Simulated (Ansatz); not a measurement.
One change: `CSC[SeH]` becomes `CSCS`.

Ansatz, PBE0-D4/def2-TZVP geometries, multiplicity 1. Each molecule was computed in one conformer, which needn't be the lowest.

Scalar relativity is left out up to krypton.

```tsv
property	`CSC[SeH]`
HOMO–LUMO gap (PBE0/def2-TZVPP) / eV	6.16
HOMO–LUMO gap (PBE/def2-TZVPP) / eV	4.10
size of the dipole moment (B3LYP/def2-TZVPP) / D	0.82
LUMO energy (PBE/def2-TZVPP) / eV	-1.15
HOMO–LUMO gap (ωB97M-V/def2-TZVPP) / eV	10.20
LUMO energy (B3LYP/def2-TZVPP) / eV	-0.50
```

Problem. What does the change do to each property? (Best estimate.)

Solution. Computed: 
| property | `CSCS` | shift |
| --- | --- | --- |
| HOMO–LUMO gap (PBE0/def2-TZVPP) / eV | 6.60 | 0.44 |
| HOMO–LUMO gap (PBE/def2-TZVPP) / eV | 4.43 | 0.33 |
| size of the dipole moment (B3LYP/def2-TZVPP) / D | 0.60 | -0.22 |
| LUMO energy (PBE/def2-TZVPP) / eV | -0.86 | 0.29 |
| HOMO–LUMO gap (ωB97M-V/def2-TZVPP) / eV | 10.69 | 0.49 |
| LUMO energy (B3LYP/def2-TZVPP) / eV | -0.15 | 0.35 |

With PBE0 the HOMO falls by 0.07 eV and the LUMO rises by 0.36 eV, so the gap widens by about 0.43 eV. PBE moves the HOMO by -0.04 eV and ωB97M-V by -0.10 eV. Dipoles are sizes alone; their direction can turn.

B3LYP here is the variant with VWN-RPA as its local correlation; programs differ in this.

Spin–orbit coupling is left out; it splits and shifts lone-pair levels of the heavy atoms by tenths of an eV.
